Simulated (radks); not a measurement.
Problem. The table gives one normalised radial function P(r) = r R(r) of Nd2+ in [Xe] 4f3 6p1 (r in bohr). All-electron calculation, scalar-relativistic Kohn-Sham, LDA (Slater exchange, Perdew-Wang correlation), spin-unpolarised, spherical densities, finite nucleus; Fermi nuclear charge, rms radius 4.9123 fm. Program: a radial shooting solver on a logarithmic mesh with Libxc functionals.

r             P
0.001138  0.0000
0.001811  0.0000
0.002857  0.0000
0.004543  0.0000
0.007168  0.0000
0.01131   0.0000
0.01799   0.0002
0.02838   0.0009
0.04514   0.0044
0.07121   0.0193
0.1133    0.0741
0.1787    0.2259
0.2819    0.5269
0.4484    0.8869
0.7075    1.0038
1.125     0.7711
1.775     0.4094
2.823     0.1349
4.455     0.0232
7.028     0.0013
11.18     0.0000

Which n and l does it have? It may be an empty orbital.

Solution. n = 4, l = 3: the number of nodes gives n - l - 1 = 0, the rise at small r (about r^(l+1), flatter next to the nucleus through relativity) gives l, and the extent must fit the shell. The curve is that of 4f. 4f: eigenvalue -24.023 eV, 0 radial nodes, <r> = 0.977 bohr, 90 % of the charge inside 1.67 bohr.
